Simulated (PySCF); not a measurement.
Mapped SMILES: `[F:1][c:2]1[n:3][cH:4][cH:5][n:6]1[SiH3:7]`. Each H is labelled by its parent atom.

- geometry: GFN2-xTB
- σ from GIAO-PBE0/pcSseg-1
- code: PySCF
- no solvent, relativity neglected, a single conformation, averaged over atoms made equivalent by symmetry, fast rotation or ring inversion

List the cross peaks expected in HSQC, COSY and HMBC spectra.

Results:



HSQC (one-bond C–H):
```csv
δH,δC
6.99 (H(C4)),132.6 (C4)
6.37 (H(C5)),120.8 (C5)
```

COSY cross peaks (H two or three bonds apart, from the bond graph; peaks can be absent where the dihedral angle is near 90°):
```csv
δH,δH
6.99 (H(C4)),6.37 (H(C5))
```

HMBC (two and three bonds, from the bond graph):
```csv
δH,δC
6.99 (H(C4)),"162.7 (C2), 120.8 (C5)"
6.37 (H(C5)),"162.7 (C2), 132.6 (C4)"
5.02 (H(Si7)),"162.7 (C2), 120.8 (C5)"
```

Shifts are taken against calculated references (same method and geometry level): $^{1}$H and $^{13}$C vs TMS.

Short H···H contacts in this conformer between protons four or more bonds apart (candidates for NOE cross peaks, intensity ∝ r⁻⁶): H(C5)···H(Si7) 2.75 Å.

Shifts are as computed. Against solution values, carbons near 30 ppm lie about +3 ppm off and those near 130 ppm about +5 ppm. Of 1211 compounds with measured shifts, 218 miss one by over three times the rms of a fit or turn the order of signals round; such compounds aren't used in these exercises.
